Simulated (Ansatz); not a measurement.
Reaction (cleavage of the Si–Si bond): `CO[Si@@H](N)[Si@@H](N)OC` + HCl → `CO[SiH](N)Cl` + `CO[SiH2]N`

Gas-phase electronic energies from Ansatz, PBE0-D4/def2-TZVP geometries. CCSD(T)/CBS is the MP2 limit (def2-TZVPP, def2-QZVPP) plus CCSD(T) − MP2 in def2-TZVPP, frozen cores. This one scheme is used for every species. Each species was taken in one conformer, which may not be the lowest.

```tsv
species	MP2/def2-TZVPP energy (Eh)
`CO[Si@@H](N)[Si@@H](N)OC`	-921.01324
HCl	-460.30264
`CO[SiH](N)Cl`	-920.27330
`CO[SiH2]N`	-461.09754
```

**Question.** Work out ΔE.

**Answer.** ΔE = (-920.27330) + (-461.09754) − (-921.01324) − (-460.30264) = -0.05496 Eh = -144.3 kJ/mol. CCSD(T)/CBS gives -137.7 kJ/mol.

Largest T1 diagnostic among the species: 0.012.

The D4 term adds +10.9 kJ/mol with B3LYP and +7.2 kJ/mol with PBE0; it sums over pairs of atoms, weighted by their polarisabilities, and B3LYP, whose exchange is more repulsive, gets the larger term. From PBE to PBE0 (25 % exact exchange), in def2-TZVPP and without D4, ΔE moves by −9.0 kJ/mol.

B3LYP here is the variant with VWN-RPA as its local correlation; programs differ in this.
